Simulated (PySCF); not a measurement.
Geometry (Å), atoms numbered from 1 in this order:
```xyz
13

C    -2.7199   -1.4689   -0.5848
C    -1.5314   -1.2972   -0.5149
C    -0.1374   -1.1548   -0.4561
C     0.4947   -0.0497   -0.0104
C     1.9029   -0.0236    0.0170
C     3.1033    0.0311    0.0574
Si   -0.3841    1.4992    0.6249
F     0.4443    2.7650    0.0674
H    -3.7582   -1.6057   -0.6447
H     0.4322   -2.0117   -0.8015
H     4.1510    0.0726    0.0846
H    -1.7184    1.6389    0.0689
H    -0.2836    1.6055    2.0745
```

- GFN2-xTB geometry
- PBE0/pcSseg-1 with gauge-including orbitals
- run in PySCF
- non-relativistic, equivalent nuclei averaged, one computed conformer, no solvent

Scale: 13C, 1H, 29Si against TMS; CFCl3 for 19F (reference shieldings calculated alike).

```tsv
atoms	nucleus	count	δ (ppm)
H12/H13	1H	2	5.45
C4	13C	1	?
C5	13C	1	?
Si7	29Si	1	-11.6
C6	13C	1	101.7
H11	1H	1	3.56
C3	13C	1	142.0
C2	13C	1	?
H10	1H	1	?
F8	19F	1	-223.2
C1	13C	1	102.9
H9	1H	1	3.50
```

Complete the table.

## Answers


- C4: 140.7 ppm, fully substituted alkene carbon; an sp2 carbon of a C=C bond
- C5: 87.0 ppm, alkyne carbon; the triple bond shields along its axis, which puts it between sp3 and sp2 carbons
- C2: 85.7 ppm, alkyne carbon; the triple bond shields along its axis, which puts it between sp3 and sp2 carbons
- H10: 6.91 ppm, hydrogen on an alkene CH; a vinylic proton, deshielded by the sp2 carbon and the C=C anisotropy

Shifts are as computed. Against solution values, carbons near 30 ppm lie about +3 ppm off and those near 130 ppm about +5 ppm. Of 1211 compounds with measured shifts, 218 miss one by over three times the rms of a fit or turn the order of signals round; such compounds aren't used in these exercises. Unscaled 19F shifts against computed CFCl3 carry errors that often reach 10 to 50 ppm.
